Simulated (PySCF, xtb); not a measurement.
Mo(O)2(F)(NH2) (FH₂MoNO₂), SMILES [NH2][Mo]([F])(=[O])=[O], multiplicity 1.

GFN2-xTB (xtb) at its own geometry gives an orbital gap of 4.09 eV and a dipole moment of 5.52 D.

Coordinates come from a B3LYP-D3(BJ)/def2-SVP optimisation. The multiplicity is an assumed one; no other spin state was optimised. The structure was generated by enumeration; whether it is a known compound was not checked. The def2 effective core potentials stand for the cores of Mo; spin–orbit coupling is left out. One conformer was computed; it need not be the lowest.

Question: What does HF/def2-TZVP (PySCF) give? (Estimate from the structure and the level; the computed values follow.)

Answer: gap 13.49 eV (levels -12.49 and 1.00 eV), dipole 4.17 D.
